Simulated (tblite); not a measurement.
Br2Zn, triplet, geometry from GFN2-xTB (such geometries of metal compounds can be far from the true shape) (a higher spin typed on purpose: for a closed-shell molecule this is an excited state); GFN1-xTB (tblite).

Here is a job for tblite.
```
$ tblite run mol.xyz --method gfn1 --charge 0 --spin 2 --spin-polarized --json tblite.json --no-restart

# file mol.xyz
3

Zn    -0.65103938    -0.87546759    -1.10303552
Br     0.14629806     1.61838306    -0.43563739
Br     0.41173569    -0.86798227     1.38109641
```

It wrote (shortened):

```
xTB calculator
 | screened Coulomb repulsion
 | Coulomb electrostatics
 |  * isotropic Klopman-Ohno-Mataga-Nishimoto electrostatics
 |  * onsite third-order electrostatics
 | DFT-D3(BJ) dispersion correction
 | Interactions (1)
 | [1] spin polarization

halogen bonding energy    0.0000000000000E+00 Eh
repulsion energy          7.6280584281041E-04 Eh
dispersion energy        -1.1086665836128E-03 Eh
interaction energy        0.0000000000000E+00 Eh
number of electrons       1.6000000000000E+01 e
integral cutoff           3.9672993110968E+01 bohr

------------------------------------------------------------
  cycle        total energy    energy error   density error
------------------------------------------------------------
      1     -8.522955133267  -8.5226093E+00   3.6839633E-01
      2     -8.552420280310  -2.9465147E-02   2.0181420E-01
      3     -8.552456654089  -3.6373779E-05   9.6009757E-02
      4     -8.553957390459  -1.5007364E-03   9.7448873E-03
      5     -8.554074859595  -1.1746914E-04   1.5615751E-03
      6     -8.554075669911  -8.1031537E-07   9.3455916E-04
      7     -8.554076697389  -1.0274783E-06   1.0551122E-04
      8     -8.554076707455  -1.0065703E-08   3.8983565E-05
      9     -8.554076708340  -8.8560981E-10   2.5793456E-05
     10     -8.554076709043  -7.0277650E-10   2.0471069E-07
------------------------------------------------------------

electronic energy        -8.5537308483024E+00 Eh
total energy             -8.5540767090432E+00 Eh

Post processing:
 | Mayer-Wiberg bond orders

[Info] JSON dump of results written to 'tblite.json'
```
